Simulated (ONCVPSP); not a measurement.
## An all-electron radial function and its pseudo partner (Ti)

Columns: radius, all-electron u(r) and pseudo u(r) of the 3d shell (level -11.64 eV) of titanium in the configuration [Ne] 3s2 3p6 3d2 4s1; LDA (Perdew-Wang 92), scalar-relativistic, ONCV scheme, ONCVPSP 4.0.1.

```json
{"r (bohr)": "0.078", "all-electron": "0.0177", "pseudo": "0.0035"}
{"r (bohr)": "0.155", "all-electron": "0.0867", "pseudo": "0.0261"}
{"r (bohr)": "0.232", "all-electron": "0.1914", "pseudo": "0.0808"}
{"r (bohr)": "0.310", "all-electron": "0.3100", "pseudo": "0.1724"}
{"r (bohr)": "0.388", "all-electron": "0.4245", "pseudo": "0.2932"}
{"r (bohr)": "0.465", "all-electron": "0.5244", "pseudo": "0.4264"}
{"r (bohr)": "0.542", "all-electron": "0.6074", "pseudo": "0.5560"}
{"r (bohr)": "0.620", "all-electron": "0.6732", "pseudo": "0.6680"}
{"r (bohr)": "0.698", "all-electron": "0.7218", "pseudo": "0.7506"}
{"r (bohr)": "0.775", "all-electron": "0.7545", "pseudo": "0.8009"}
{"r (bohr)": "0.852", "all-electron": "0.7744", "pseudo": "0.8235"}
{"r (bohr)": "0.930", "all-electron": "0.7837", "pseudo": "0.8253"}
{"r (bohr)": "1.008", "all-electron": "0.7843", "pseudo": "0.8139"}
{"r (bohr)": "1.085", "all-electron": "0.7781", "pseudo": "0.7962"}
{"r (bohr)": "1.162", "all-electron": "0.7668", "pseudo": "0.7761"}
{"r (bohr)": "1.240", "all-electron": "0.7514", "pseudo": "0.7552"}
{"r (bohr)": "1.318", "all-electron": "0.7331", "pseudo": "0.7342"}
{"r (bohr)": "1.395", "all-electron": "0.7128", "pseudo": "0.7130"}
{"r (bohr)": "1.472", "all-electron": "0.6911", "pseudo": "0.6911"}
{"r (bohr)": "1.550", "all-electron": "0.6680", "pseudo": "0.6680"}
{"r (bohr)": "1.628", "all-electron": "0.6444", "pseudo": "0.6444"}
{"r (bohr)": "1.705", "all-electron": "0.6209", "pseudo": "0.6209"}
{"r (bohr)": "1.782", "all-electron": "0.5973", "pseudo": "0.5973"}
{"r (bohr)": "1.860", "all-electron": "0.5735", "pseudo": "0.5735"}
{"r (bohr)": "1.938", "all-electron": "0.5501", "pseudo": "0.5501"}
{"r (bohr)": "2.015", "all-electron": "0.5274", "pseudo": "0.5274"}
```

Q: How many radial nodes do the two functions have?

A: The all-electron 3d function has n − l − 1 = 0; the pseudo-wave has 0.

Q: At about which radius was the pseudo-wave matched?

A: 1.55 bohr. The columns agree to 0.0005 from 1.40 bohr on; several derivatives are matched, so the curves merge somewhat inside the radius.

Q: Is the pseudo-wave norm-conserving?

A: Yes: the ONCV scheme keeps the norm inside the radius equal to the all-electron one, which fixes the energy derivative of the logarithmic derivative at the level.
